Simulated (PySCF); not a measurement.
**Field gradients at the hydrogen positions**

Species: C4H9ClO3Si.
Atom-mapped SMILES: `[CH3:1][O:2][C@@:3]1([CH3:4])[CH2:5][O:6][Si@H:7]([Cl:8])[O:9]1` (hydrogens: H10, H11, H12 on C1; H13, H14, H15 on C4; H16, H17 on C5; H18 on Si7)

Structure used (GFN2-xTB), in Å, numbered top down from 1:
```xyz
18
C4H9ClO3Si angstrom
C     -2.1649   -0.3229    0.5841
O     -0.8844    0.1282    0.9906
C      0.0543    0.3229   -0.0307
C     -0.3454    1.4087   -1.0263
C      1.3781    0.6531    0.7122
O      2.2139   -0.4654    0.6694
Si     1.5173   -1.7175   -0.1120
Cl     2.6395   -2.4232   -1.5851
O      0.2579   -0.8768   -0.7300
H     -2.6498   -0.6829    1.4889
H     -2.0775   -1.1375   -0.1379
H     -2.7551    0.4917    0.1543
H     -1.2140    1.0874   -1.5945
H      0.4748    1.5817   -1.7170
H     -0.5748    2.3249   -0.4884
H      1.8950    1.4961    0.2487
H      1.1370    0.8875    1.7509
H      1.0892   -2.7498    0.8112
```

Level: PBE0/pcSseg-1 (PySCF, non-relativistic); Q(2H) = 0.00286 b; rigid geometry, the same for H and D, with no vibrational averaging.

Question: Rank these positions by the coupling χzz of a deuteron there, largest first.
A. H18 (Si–H hydrogen)
B. H10 (methyl hydrogen)
C. H13 (methyl hydrogen)
D. H11 (methyl hydrogen)

Answer: C (212 kHz), B (207 kHz), D (198 kHz), A (111 kHz).

Tabulate Vzz, the asymmetry η and χzz = 234.96 MHz × Q × Vzz for every hydrogen position.

```csv
atom,bonded to,bond length (Å),Vzz (au),η,χzz (kHz)
H10,C1,1.088,0.3076,0.07,207
H11,C1,1.092,0.2945,0.06,198
H12,C1,1.094,0.2960,0.07,199
H13,C4,1.087,0.3153,0.02,212
H14,C4,1.086,0.3149,0.03,212
H15,C4,1.087,0.3144,0.02,211
H16,C5,1.092,0.2946,0.05,198
H17,C5,1.092,0.2923,0.06,196
H18,Si7,1.449,0.1657,0.00,111
```

Average by the element that carries the hydrogen.

on C: 204 kHz over 8 positions, mean bond length 1.090 Å; on Si: 111 kHz over 1 position, mean bond length 1.449 Å.

The structure is a single GFN2-xTB conformer in the gas phase; no vibrational or solvent corrections. GFN2-xTB bond lengths can be off by several hundredths of an ångström, more for odd bonds, and the gradients follow them. The basis is small and wasn't made for field gradients, so the couplings can be 20 % off.
